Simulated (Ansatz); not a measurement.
Si3Se3⁻. The state is a doublet with charge -1. Geometry PBE-D4/def2-SVPD; atoms count from 1.

Cartesian coordinates in Å:
```
Si -1.385 0.000 -0.145
Si 0.864 -2.281 -0.803
Si 0.362 1.204 1.062
Se 0.408 3.357 0.718
Se 0.650 -0.057 -1.535
Se -0.899 -2.223 0.703
```

Another isomer (doublet) lies 0.59 eV lower at PBE0-D4/def2-TZVPD; other spin states weren't run for this one.

Question: Estimate the Mulliken populations from the PBE0/def2-TZVPD orbitals of Ansatz.

Answer: 
| atom | charge (e) | spin (α − β) |
| --- | --- | --- |
| Si1 | -0.04 | 0.36 |
| Si2 | -0.02 | 0.06 |
| Si3 | 0.14 | 0.37 |
| Se4 | -0.58 | 0.26 |
| Se5 | -0.21 | -0.02 |
| Se6 | -0.29 | -0.03 |
Mulliken values depend strongly on the basis. With diffuse functions, as here, like atoms can get unlike values, and bond orders can come out too low or too high.

Question: Where does the spin sit?

Answer: Summed by element: Si 0.80, Se 0.20, of 1 unpaired in all. Largest on single atoms: Si3 0.37, Si1 0.36, Se4 0.26.

Question: And the Mayer bond orders between heavy atoms (over 0.3)?

Answer: Si1–Si3 0.77 (2.44 Å); Si1–Se5 0.75 (2.46 Å); Si1–Se6 0.84 (2.43 Å); Si2–Se5 1.09 (2.35 Å); Si2–Se6 1.22 (2.32 Å); Si3–Se4 1.73 (2.18 Å).
